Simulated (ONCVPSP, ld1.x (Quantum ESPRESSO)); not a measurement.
# Hardness and transferability of assorted potentials

Generated with ld1.x 7.5 (TM, RRKJ, ultrasoft, PAW), atompaw 4.2 or ONCVPSP 4.0.1. The cutoff is in Ry: for ld1.x and atompaw files where the sum of valence levels is converged to 10 mRy in a Bessel basis, for ONCV files where the hardest occupied wave has 1 mHa per electron of residual kinetic energy. The error is the largest all-electron minus pseudo excitation energy over each file’s own four to seven test configurations (ionisations up to +4, promotions, holes and added fractions of an electron), all of which were solved. The labels leave out finer settings (local radius, basis sizes, second energies), which also bear on the numbers. Spin-polarised tests are not counted. The rows are a selection from randomly drawn settings: files with unsolved tests, undetermined cutoffs or missed reference levels are left out.

A true bound ghost makes a file unfit for plane-wave use even where its test errors are small: the radial tests pick states by their node count and pass the ghost by.

```tsv
element	potential	cutoff (Ry)	largest error (meV)	bound ghosts
C	PAW, BP86, scalar-relativistic, rc 1.25/1.75 (sp), local smoothed, core correction yes, reference 2s2 2p2	21	-13	none
F	ONCV, revPBE, scalar-relativistic, rc 0.80/1.40/1.40 (spd), local smoothed, core correction yes, reference 2s2 2p5, qcut 10.3/8.5/6.1, projectors 1/2/2	104	+3020	none
Cl	ultrasoft, PBE, scalar-relativistic, rc 1.30/1.30 (sp), local smoothed, core correction no, reference 3s2 3p3.5	21	+11	none
Mn	ONCV, PBEsol, non-relativistic, rc 2.10/2.16/1.76 (spd), local smoothed, core correction yes, reference 3d5 4s2, qcut 3.5/4.6/10.3, projectors 2/2/2	72	-190	none
Fe	ONCV, Wu-Cohen, non-relativistic, rc 2.30/2.20/1.00 (spd), local d, core correction yes, reference 3d6 4s2, qcut 3.4/3.5/14.6, projectors 2/2/0	169	-879	s, p
Zr	ONCV, PBEsol, scalar-relativistic, rc 3.30/3.15/2.60 (spd), local smoothed, core correction yes, reference 4d2.5 5s1.5, qcut 1.8/2.4/6.1, projectors 3/2/2	23	-71	none
Mo	ONCV, PBE, scalar-relativistic, rc 1.85/1.60/2.65 (spd), local smoothed, core correction yes, reference 4s2 4p6 4d5 5s1, qcut 6.4/8.6/6.2, projectors 2/2/2	47	+57	none
Ru	ONCV, LDA (Perdew-Zunger), scalar-relativistic, rc 1.95/1.80/1.55 (spd), local smoothed, core correction yes, reference 4s2 4p6 4d7 5s0.5 5p0.5, qcut 5.4/6.5/5.4, projectors 2/2/2	137	-8.2	none
```

**Question.** Fill in the row for Si: ONCV, PBE, scalar-relativistic, rc 1.60/1.45/1.25 (spd), local smoothed, core correction no, reference 3s2 3p1.5, qcut 3.3/5.3/6.7, projectors 2/1/2.

**Answer.** cutoff 29 Ry, largest error +58 meV, bound ghosts: none.

**Question.** Fill in the row for Mn: ONCV, LDA (Perdew-Wang 92), scalar-relativistic, rc 2.15/2.15/1.45/1.90 (spdf), local smoothed, core correction yes, reference 3d6 4s1, qcut 3.1/3.1/6.6/6.7, projectors 2/2/2/2.

**Answer.** cutoff 219 Ry, largest error -83 meV, bound ghosts: none.
